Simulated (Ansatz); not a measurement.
ClGaH₄O₂Si, SMILES `[OH][Ga]([Cl])[O][SiH3]`. Total charge 0; spin multiplicity 1. The geometry is a stationary point of PBE0-D4/def2-TZVP. It is one conformer, not always the lowest.

```xyz
9

O     2.503   -0.795   -1.383
Ga    1.290    0.231   -0.617
Cl    1.610    2.316   -0.474
O    -0.185   -0.496    0.026
Si   -1.548    0.009    0.784
H     2.249   -1.722   -1.390
H    -1.222    0.862    1.958
H    -2.408    0.789   -0.146
H    -2.288   -1.194    1.242
```

Task: What is the dipole moment at ωB97M-V/def2-TZVPP? (Estimate.)

Result: Ansatz gave: 1.47 D, with components (-0.53, -1.36, 0.07) D in this frame, pointing from negative to positive charge.

Task: And with PBE, r2SCAN, B3LYP? (Estimate.)

Result: Ansatz gave: PBE 1.46 D, r2SCAN 1.52 D, B3LYP 1.47 D.

Task: Give the Mulliken charges with ωB97M-V, B3LYP, r2SCAN in def2-TZVPP. (An estimate is asked.)

Result: Computed: 
```json
{"atom": "O1", "ωB97M-V": "-0.38", "B3LYP": "-0.38", "r2SCAN": "-0.40"}
{"atom": "Ga2", "ωB97M-V": "0.66", "B3LYP": "0.66", "r2SCAN": "0.68"}
{"atom": "Cl3", "ωB97M-V": "-0.22", "B3LYP": "-0.24", "r2SCAN": "-0.24"}
{"atom": "O4", "ωB97M-V": "-0.43", "B3LYP": "-0.41", "r2SCAN": "-0.44"}
{"atom": "Si5", "ωB97M-V": "0.30", "B3LYP": "0.40", "r2SCAN": "0.43"}
{"atom": "H6", "ωB97M-V": "0.18", "B3LYP": "0.19", "r2SCAN": "0.20"}
{"atom": "H7", "ωB97M-V": "-0.04", "B3LYP": "-0.07", "r2SCAN": "-0.08"}
{"atom": "H8", "ωB97M-V": "-0.04", "B3LYP": "-0.08", "r2SCAN": "-0.08"}
{"atom": "H9", "ωB97M-V": "-0.04", "B3LYP": "-0.07", "r2SCAN": "-0.08"}
```

B3LYP here is the variant with VWN-RPA as its local correlation; programs differ in this.
